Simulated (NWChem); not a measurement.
CH4AlCl; SMILES [AlH]([CH3])[Cl]

```xyz
7

Al    -0.6040     0.4674     0.0000
H     -2.1846     0.5414     0.0002
Cl     0.2155    -1.4962     0.0000
C      0.6220     1.9888     0.0000
H      1.2808     1.9677    -0.8775
H      1.2753     1.9717     0.8817
H      0.0852     2.9447    -0.0037
```
Atoms are numbered in this order, from 1.

Results from NWChem. Structure relaxed at the B3LYP/6-31G* (spherical d) level.

For level PBE0/aug-pcseg-1:

```yaml
highest occupied level (eV): -8.29
orbital gap (eV): 6.95
dipole (D): 2.05
```

Estimate the same quantities for level PBE0/STO-3G.


- highest occupied level (eV): -5.71
- orbital gap (eV): 9.19
- dipole (D): 2.99
